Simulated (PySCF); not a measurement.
Screening by computed properties: pick the candidate that meets the target.

Species are written as SMILES; each is one conformer at its optimised geometry, gas phase, non-relativistic unless stated. Electronic properties by PySCF.

The conformers computed, where there is a choice (atom-mapped SMILES and torsion angles):
- `[CH3:1][B:2]([CH3:3])[N:4]([CH3:5])[CH:6]=[O:7]`: C1–B2–N4–C5 180°, B2–N4–C6–O7 180°
- `[CH3:1][c:2]1[cH:3][cH:4][c:5]([Se:6][c:7]2[cH:8][cH:9][cH:10][cH:11][cH:12]2)[cH:13][cH:14]1`: C4–C5–Se6–C7 -56°, C5–Se6–C7–C8 -33°

Question: Wanted: lowest triplet excitation (Tamm–Dancoff) below 4 eV (TDA B3LYP/def2-SVPD) and static isotropic polarisability above 150 au (B3LYP/def2-SVPD), at PBE0-D3(BJ)/def2-SVP geometries. Which candidate meets both?
A. `c1ccc(cc1)[Se]c1ccc(C)cc1`
B. `CC#[N+][AlH2-][F]`
C. `C=C[Si](Br)(C=C)C=C`
D. `N(C=O)(B(C)C)C`

Answer: A. Computed values:
```
                  species  lowest triplet excitation (Tamm–Dancoff)  static isotropic polarisability
c1ccc(cc1)[Se]c1ccc(C)cc1                                   3.53 eV                         186.1 au
      C=C[Si](Br)(C=C)C=C                                   4.18 eV                         120.3 au
           N(C=O)(B(C)C)C                                   4.53 eV                          75.8 au
        CC#[N+][AlH2-][F]                                   4.76 eV                          60.8 au
```
